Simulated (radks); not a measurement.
These are the eigenvalues of the occupied orbitals of an atom or ion with whole-number occupations (hartree). All-electron calculation, Dirac Kohn-Sham, Slater X-alpha with alpha = 0.874, spin-unpolarised, spherical densities, point nucleus. Program: a radial shooting solver on a logarithmic mesh with Libxc functionals.

| orbital | eigenvalue |
|---|---|
| 1s1/2 | -2719.421 |
| 2s1/2 | -476.0685 |
| 2p1/2 | -456.3894 |
| 2p3/2 | -399.7406 |
| 3s1/2 | -112.4866 |
| 3p1/2 | -103.5989 |
| 3p3/2 | -91.21036 |
| 3d3/2 | -76.22585 |
| 3d5/2 | -73.53041 |
| 4s1/2 | -25.28974 |
| 4p1/2 | -21.53440 |
| 4p3/2 | -18.61018 |
| 4d3/2 | -12.41367 |
| 4d5/2 | -11.86831 |
| 5s1/2 | -5.21549 |
| 5p1/2 | -4.02725 |
| 4f5/2 | -3.97457 |
| 4f7/2 | -3.86674 |
| 5p3/2 | -3.54314 |
| 5d3/2 | -1.91280 |
| 5d5/2 | -1.85669 |

Which element is it, and in what charge state? The configuration may be excited. Open shells, if any, are shared by 2j + 1.

Answer. Z = 76, osmium, charge +4: Os4+ in [Xe] 4f14 5d4. The list shows which subshells hold electrons but not how many an open one holds; the 1s level, -2719.4 hartree, gives Z - s = 73.7 by -(Z - s)^2/2, which with screening and relativity narrows Z to a few neighbours, and the depths of the outer levels then fix element, charge and occupations together.
